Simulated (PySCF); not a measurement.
# Steps of a relaxation of Nd(OH)3

Nd(OH)3 (singlet in the valence; each metal's 4f electrons, 3 of them, lie in its core potential, out of spins and levels). PySCF 2.14.0, RKS PBE0, Nd lcecp-1-SVP with ECP49, O def2-SVP, H def2-SVP; non-relativistic Hamiltonian with scalar-relativistic core potentials where named; density fitting; no spin-orbit coupling. Origin of the start: template. Columns: position (Å) and force (eV/Å). Energies are counted from the last step; some of the 13 steps are shown. Forces carry noise of the integration grid, about 0.01 to 0.03 eV/Å.

Run from Python with OMP_NUM_THREADS=2. Where DIIS fails, smearing, a level shift and second-order steps follow.
It took 33 s on 2 threads of Arm Neoverse V2, with other jobs on the host, from the converged density of the start.

```xyz
7
step 0  E = 0.451 eV
Nd    0.0000    0.0000   -0.0055    -0.02    0.00   -0.41
O     2.2198    0.0000   -0.0055    -1.47    0.00    0.45
H     3.1198    0.0000    0.3445    -0.37    0.00   -0.31
O    -1.1099    1.9224   -0.0055     0.74   -1.27    0.45
H    -1.5599    2.7018    0.3445     0.19   -0.32   -0.31
O    -1.1099   -1.9224   -0.0055     0.74    1.27    0.45
H    -1.5599   -2.7018    0.3445     0.19    0.32   -0.31
```

```xyz
7
step 4  E = 0.004 eV
Nd    0.0000    0.0000   -0.2791     0.01    0.00   -0.07
O     2.0797    0.0000    0.0568    -0.09    0.00    0.05
H     2.9819    0.0000    0.3735     0.05    0.00   -0.03
O    -1.0398    1.8011    0.0568     0.04   -0.08    0.05
H    -1.4909    2.5824    0.3735    -0.03    0.05   -0.03
O    -1.0398   -1.8011    0.0568     0.04    0.08    0.05
H    -1.4909   -2.5824    0.3735    -0.03   -0.05   -0.03
```

```xyz
7
step 8  E = 0.001 eV
Nd    0.0000    0.0000   -0.2993     0.01    0.00    0.00
O     2.0712    0.0000    0.0698    -0.01    0.00    0.01
H     2.9806    0.0000    0.3672     0.00    0.00   -0.01
O    -1.0356    1.7937    0.0698     0.00   -0.01    0.00
H    -1.4903    2.5813    0.3672     0.00    0.00   -0.01
O    -1.0356   -1.7937    0.0698     0.00    0.01    0.00
H    -1.4903   -2.5813    0.3672     0.00    0.00   -0.01
```

Where does the relaxation end?

It converges at step 12 in C3v:
```xyz
7
step 12  E = 0
Nd    0.0000    0.0000   -0.2102
O     2.0843    0.0000    0.0875
H     3.0124    0.0000    0.3198
O    -1.0421    1.8051    0.0875
H    -1.5062    2.6088    0.3198
O    -1.0421   -1.8051    0.0875
H    -1.5062   -2.6088    0.3198
```

How did the contacts change?


```tsv
contact	start (Å)	end (Å)
Nd1–O2 (OH)	2.220	2.105
Nd1–O4 (OH)	2.220	2.105
Nd1–O6 (OH)	2.220	2.105
```


An lcecp potential fixes the number of 4f electrons, so in runs with it no electron can move into or out of that shell.
